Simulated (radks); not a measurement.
Valence configurations of Sn (all share [Kr]). Method: scalar-relativistic Kohn-Sham, PBEsol, spin-polarised, spherical densities, finite nucleus; open shells are filled with parallel spins first (spin-orbit coupling, left out, can overturn this in heavy ions); Fermi nuclear charge, rms radius 4.6519 fm; computed with a radial shooting solver on a logarithmic mesh with Libxc functionals. Energies are relative to 4d10 5s2 5p2; eigenvalues in eV for spin up.

valence,E (eV),moment (Bohr magnetons),e(4d),e(5p),e(5s)
4d10 5s2 5p2,0.000,2,-25.711,-4.172,-11.013
4d10 5s1.5 5p2.5,2.668,3,-26.369,-4.620,-11.627
4d10 5s1 5p3,5.049,4,-26.964,-5.012,-12.179
4d9.5 5s2 5p2.5,11.165,3,-28.741,-4.817,-12.112
4d9 5s2 5p3,23.285,4,-31.762,-5.441,-13.168
4d9 5s1 5p4,31.020,4,-33.265,-6.085,-14.123
4d8.5 5s2 5p3.5,37.373,4,-34.924,-5.941,-14.100
4d8 5s2 5p4,52.419,4,-38.057,-6.407,-14.981
4d7 5s2 5p5,85.411,4,-44.280,-7.277,-16.636
4d7 5s1.5 5p5.5,89.916,4,-44.923,-7.545,-17.027

NIST lists [Kr] 4d10 5s2 5p2 as the ground configuration; this level of theory agrees among the configurations tried. The energies are those of spherical high-spin densities, not of single terms.
